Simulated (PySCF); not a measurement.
**Energy of Sc²⁺ (scandium, charge +2) between two integer charges**

The 3d alpha orbital of [Ar] 3d1 is emptied in steps (occupation f), with all orbitals relaxed, ending at [Ar]. Calculation: PySCF 2.14, in def2-SVP (5s3p2d1f, 31 functions); no relativity, point nucleus. The exact energy is a straight line in f; departures are measured from the line between the end points of the same method.

```
  f  PBE0 (eV)  r2SCAN (eV)  LC-wPBE (eV)
  1      0.000        0.000         0.000
0.9     -0.483       -0.610        -0.227
0.7     -1.139       -1.441        -0.540
0.5     -1.368       -1.731        -0.654
0.3     -1.159       -1.464        -0.557
0.1     -0.500       -0.630        -0.242
  0      0.000        0.000         0.000
```

```csv
method,E(f=0) − E(f=1) (eV),−ε at f=1 (eV),−ε at f=0.5 (eV)
PBE0,25.891,20.551,25.831
r2SCAN,25.789,19.047,25.719
LC-wPBE,26.031,23.532,25.977
```

Orbital energy along the path (eV):

```json
{"f": "1", "PBE0": "-20.551", "r2SCAN": "-19.047", "LC-wPBE": "-23.532"}
{"f": "0.9", "PBE0": "-21.571", "r2SCAN": "-20.325", "LC-wPBE": "-23.991"}
{"f": "0.7", "PBE0": "-23.667", "r2SCAN": "-22.971", "LC-wPBE": "-24.954"}
{"f": "0.5", "PBE0": "-25.831", "r2SCAN": "-25.719", "LC-wPBE": "-25.977"}
{"f": "0.3", "PBE0": "-28.053", "r2SCAN": "-28.538", "LC-wPBE": "-27.052"}
{"f": "0.1", "PBE0": "-30.321", "r2SCAN": "-31.377", "LC-wPBE": "-28.168"}
{"f": "0", "PBE0": "-31.465", "r2SCAN": "-32.787", "LC-wPBE": "-28.737"}
```

Reference removal energy between the ground levels: 24.757 eV (measured; NIST Atomic Spectra Database, ionization energies). The calculation has no spin-orbit coupling.
